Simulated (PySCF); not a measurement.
A survey of ¹⁷O NMR shifts

[PySCF 2.14.0 with density-fitted response routines: shieldings: GIAO PBE0/pcSseg-1; coordinates at the GFN2-xTB level; non-relativistic Hamiltonian; equivalent nuclei averaged; no solvent; one computed conformer]

Shieldings were converted by a linear fit to measured shifts: ¹⁷O (scatter 10.7 ppm rms, 12.2 ppm with the 3 outliers that the fit left out vs liquid water, solution or neat liquid). A few per cent of atoms miss by over 2 rms, more outside the fitted compound classes.

Q: Give the ¹⁷O shifts of `C#CC(=O)[C@@H](C)OCC`, `CO[C@@H]1CCC=CC1=O`, `CC1=C[C@@](C)(C(=O)O)C1`.

A: 
```
                                                         compound               environment  δ (ppm)
    [CH:1]#[C:2][C:3](=[O:4])[C@@H:5]([CH3:6])[O:7][CH2:8][CH3:9]         O4: ketone oxygen    611.6
    [CH:1]#[C:2][C:3](=[O:4])[C@@H:5]([CH3:6])[O:7][CH2:8][CH3:9]          O7: ether oxygen     30.0
     [CH3:1][O:2][C@@H:3]1[CH2:4][CH2:5][CH:6]=[CH:7][C:8]1=[O:9]         O9: ketone oxygen    586.3
     [CH3:1][O:2][C@@H:3]1[CH2:4][CH2:5][CH:6]=[CH:7][C:8]1=[O:9]          O2: ether oxygen     -5.5
[CH3:1][C:2]1=[CH:3][C@@:4]([CH3:5])([C:6](=[O:7])[OH:8])[CH2:9]1       O7: carbonyl oxygen    348.9
[CH3:1][C:2]1=[CH:3][C@@:4]([CH3:5])([C:6](=[O:7])[OH:8])[CH2:9]1  O8: acid hydroxyl oxygen    145.7
```

Q: Order these by ¹⁷O shift, lowest first.
A. C/C=C/[Si@@H](NC)NC=O
B. CCC[C@H](C)C(=O)Cl
C. CC(=O)c1ccc(F)cc1

A: A (368.8 ppm, amide-type carbonyl oxygen), B (485.4 ppm, carbonyl oxygen), C (546.2 ppm, ketone oxygen).

In solution the two oxygens of a carboxylic acid give one averaged line by proton exchange, and hydrogen bonding shields acid and N–H amide carbonyl oxygens by tens of ppm; neither is in these numbers.
